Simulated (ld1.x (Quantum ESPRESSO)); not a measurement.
**Plane-wave convergence, PAW potential for Pt**

platinum (Pt), PAW, made with ld1.x (Quantum ESPRESSO) 7.5 (PBE, scalar-relativistic). Core [Xe] 4f14, reference 5d9 6s1 6p0. Waves: 6s (bound): rcut 2.15, rcutus 2.45 bohr; 6s channel at 1.1 Ry: rcut 2.15, rcutus 2.45 bohr; 6p (bound, empty): rcut 2.15, rcutus 2.75 bohr; 6p channel at 0.6 Ry: rcut 2.15, rcutus 2.75 bohr; 5d (bound): rcut 2.10, rcutus 2.40 bohr; 5d channel at 0.85 Ry: rcut 2.10, rcutus 2.40 bohr; 5f channel at 0.35 Ry: rcut 2.45, rcutus 2.55 bohr; 5f channel at 1.75 Ry: rcut 2.45, rcutus 2.55 bohr. Local part: all-electron potential smoothed inside 1.85 bohr (lloc = -2). Core correction: a·sin(br)/r model core, default radius (core density twice the valence density). Augmentation charge: BESSEL, radius 1.60 bohr.

The pseudo-atom Hamiltonian at the reference potential is diagonalised in spherical Bessel functions j_l(qr) that vanish at 20 bohr, with q² up to the cutoff. All-electron valence levels (Ry): 6s -0.4159, 6p -0.0618, 5d -0.4513.

Problem. How do the lowest levels (Ry) of each channel move with the cutoff, and are there ghosts?

Solution.

```tsv
cutoff (Ry)	s #1	s #2	p #1	p #2	d #1	f #1	Σ f·Δε (mRy)
8	-0.4158	0.0092	-0.0617	0.0570	-0.3618	0.1140	806.5
12	-0.4159	0.0092	-0.0617	0.0570	-0.4365	0.1140	133.7
18	-0.4159	0.0092	-0.0617	0.0570	-0.4507	0.1140	5.6
21	-0.4159	0.0092	-0.0617	0.0570	-0.4510	0.1140	3.3
30	-0.4159	0.0092	-0.0617	0.0570	-0.4512	0.1140	1.0
40	-0.4159	0.0092	-0.0617	0.0570	-0.4513	0.1140	0.4
400	-0.4159	0.0092	-0.0617	0.0570	-0.4514	0.1140	0.0
```

Result: no extra level below or beside the all-electron valence levels (s, p, d, f tested); 10 mRy is reached at 18 Ry and 1 mRy at 30 Ry.

1 of 7 tests not solved or not reliable.
